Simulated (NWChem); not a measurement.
System: C₃H₄BFO; SMILES OB1C=C[C@H]1F

Input file for NWChem:

```
start job
memory heap 200 mb stack 900 mb global 1100 mb
geometry units angstroms noautoz
  O      0.990711     1.768915    -0.132649
  B      0.077922     0.821051     0.149915
  C     -1.437792     0.683951    -0.097882
  C     -1.243750    -0.659135    -0.102142
  C      0.144577    -0.753046     0.480398
  F      1.045104    -1.524698    -0.230950
  H      1.895775     1.466071    -0.001116
  H     -2.336975     1.250990    -0.344526
  H     -1.885972    -1.482660    -0.445026
  H      0.156682    -1.092105     1.530175
end
basis spherical
  * library def2-svp
end
dft
  xc pw6b95
  iterations 150
  mulliken
end
task dft energy
```

Structure relaxed at the PBE0/def2-SVP level.

Problem. Predict the main results of this run. (PW6B95/def2-SVP.) Quantities: energy (Ha); highest occupied level (eV); orbital gap (eV); dipole (D).

Solution. 
```json
{
 "energy (Ha)": "-316.78",
 "highest occupied level (eV)": "-7.94",
 "orbital gap (eV)": "7.34",
 "dipole (D)": "0.90"
}
```
